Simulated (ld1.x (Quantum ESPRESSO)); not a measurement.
## Before and after: TM potential for W (Z = 74)

tungsten, norm-conserving Troullier–Martins (Kleinman–Bylander form), made with ld1.x (Quantum ESPRESSO) 7.5 (PBE, scalar-relativistic). Core [Kr] 4d10 4f14 5s2, reference 5p6 5d4 6s2 6p0. Waves: 6s (bound): rc 2.40 bohr; 5p (bound): rc 1.95 bohr; 5d (bound): rc 2.65 bohr. Local part: all-electron potential smoothed inside 1.95 bohr (lloc = -1). Core correction: a·sin(br)/r model core, default radius (core density twice the valence density).

Change: all radii but the core radius scaled by about 0.83 (s 2.00, p 1.62, d 2.20 bohr); local potential all-electron potential smoothed inside 1.62 bohr (lloc = -1).

Cutoffs: the cutoffs (Ry, on a coarse ladder) from which the occupation-weighted sum of valence levels, in a spherical-Bessel basis at the reference potential, stays within 10 and 1 mRy of its value at 400 Ry; they do not see the model core or the augmentation charge, which bear on the density cutoff. Errors are all-electron minus pseudo energies relative to the spin-unpolarised reference configuration.

Problem. Predict the effect on cutoff, ghosts and configuration errors.

Solution. The potential gets harder (30 Ry and 45 Ry → 50 Ry and 90 Ry); both files keep a bound ghost (s); of the 7 tests that both files solve, the error grows in 1 and shrinks in 6 by more than 15 % and 0.3 meV (median size 20.1 → 14.7 meV). A smaller radius makes the pseudo-wave follow the all-electron one further in, where it bends more sharply, so more plane waves are needed.

```tsv
quantity	base	changed
cutoff, loose	30 Ry	50 Ry
cutoff, tight	45 Ry	90 Ry
loose cutoff by channel (10 mRy a level)	s 8 Ry, p 21 Ry, d 21 Ry	s 18 Ry, p 35 Ry, d 25 Ry
bound ghosts	s	s
error for 5p6 5d4 6s1 6p0, meV [ΔE 8.88 eV]	-8.4	-5.6
error for 5p6 5d4 6s0 6p0, meV [ΔE 24.56 eV]	-38	-24
error for 5p6 5d3 6s0 6p0, meV [ΔE 49.94 eV]	-16	-23
error for 5p6 5d5 6s1 6p0, meV [ΔE 1.54 eV]	-20	-15
error for 5p6 5d3 6s2 6p0, meV [ΔE 8.83 eV]	-4.5	+2.2
error for 5p6 5d4 6s0 6p1, meV [ΔE 14.34 eV]	+272	+4.8
error for 5p5 5d4 6s2 6p0, meV [ΔE 48.94 eV]	-269	-160
```

 A true bound ghost makes a file unfit for plane-wave use even where its test errors are small: the radial tests pick states by their node count and pass the ghost by.
